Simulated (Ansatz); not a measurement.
Cartesian coordinates in Å:
```
O 0.827 1.850 0.307
Si 0.981 0.223 0.329
Cl 2.304 -0.437 -1.107
Si -1.058 -0.826 -0.178
F -1.705 -0.017 -1.397
Cl -2.324 -0.680 1.423
H 0.427 2.262 -0.462
H 1.530 -0.123 1.656
H -0.983 -2.251 -0.572
```

Total charge 0; spin multiplicity 1.

Q: List the PBE0/def2-TZVPP orbital energies in eV (Ansatz). (Best estimate.)

A: Ansatz gave: Occupied: -2767.79, -2767.65, -1804.66, -1804.33, -674.34, -523.49, -259.65, -259.51, -197.92, -197.80, -197.79, -197.78, -197.66, -197.65, -146.81, -146.50, -101.52, -101.48, -101.41, -101.21, -101.16, -101.12, -33.71, -28.94, -23.57, -23.40, -16.71, -15.91, -13.91, -13.35, -13.23, -12.80, -11.80, -11.43, -10.99, -10.56, -10.12, -9.82, -9.65, -9.58, -8.19. Lowest empty: -1.17, -0.58, 0.76, 1.04, 1.36, 1.90, 2.19, 2.50.
